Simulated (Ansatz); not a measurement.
C5H12Si, triplet, at a GFN2-xTB geometry of the parent state (a higher spin typed on purpose: for a closed-shell molecule this is an excited state); HF/6-31G* run with Ansatz (a program for electronic structure).

The Ansatz input:
Ansatz 0.2 input:
```yaml
crystal:
  periodic: [false, false, false]
  atoms:
    - {symbol: C, position_ang: [2.16003671, -0.84148380, 1.28348992]}
    - {symbol: C, position_ang: [1.48553002, 0.21229236, 0.65084664]}
    - {symbol: Si, position_ang: [-0.14889855, 0.14298310, -0.14429729]}
    - {symbol: C, position_ang: [-0.69079915, 1.88714466, -0.74397338]}
    - {symbol: C, position_ang: [-1.54961750, -0.52819582, 1.03218291]}
    - {symbol: C, position_ang: [-0.57164655, -0.99674437, -1.69937455]}
    - {symbol: H, position_ang: [3.15184816, -0.71769966, 1.69563799]}
    - {symbol: H, position_ang: [1.65710004, -1.76847569, 1.51246684]}
    - {symbol: H, position_ang: [2.09272032, 1.09805367, 0.46627116]}
    - {symbol: H, position_ang: [-1.69005540, 2.14042272, -0.39585800]}
    - {symbol: H, position_ang: [-0.69828317, 1.95522380, -1.82938107]}
    - {symbol: H, position_ang: [-0.01535944, 2.65221175, -0.37399035]}
    - {symbol: H, position_ang: [-1.69346264, 0.11056415, 1.90207867]}
    - {symbol: H, position_ang: [-2.51593616, -0.63584450, 0.53865174]}
    - {symbol: H, position_ang: [-1.26598848, -1.51058701, 1.40297596]}
    - {symbol: H, position_ang: [0.03198809, -0.73622798, -2.56926471]}
    - {symbol: H, position_ang: [-0.35240392, -2.03731939, -1.46279137]}
    - {symbol: H, position_ang: [-1.61860908, -0.95016349, -2.00566385]}
basis:
  gaussian:
    orbitals: 6-31G*
hamiltonian:
  xc: hf
magnetization: {spin_polarized: true, initial_magnetization: 2}
```

The log (banner, timings and long lists left out):

```
Functional definition: HF
1263 factors; integrals over basis functions are off by at most 7.2e-4 eV
mean field evaluation 1: about -13195.9054 eV, gradient 2.5e1 eV
mean field evaluation 2: about -13195.9817 eV, gradient 2.5e1 eV
mean field evaluation 4: about -13200.9598 eV, gradient 3.6e0 eV
mean field evaluation 8: about -13201.2879 eV, gradient 3.1e-1 eV
mean field evaluation 16: about -13200.2353 eV, gradient 5.6e0 eV
mean field -13201.29074343 eV, -485.1384866647 hartree, gradient 2.2e-5 eV, S^2 2.018156; 0 other end points of the search recorded, 0 dependent functions left out
reference -13201.29074343 eV, -485.1384866647 hartree; 29, 27 occupied and 89, 91 virtual orbitals, 1263 factors
Total energy: -13201.29074343 eV, -485.1384866647 hartree
```
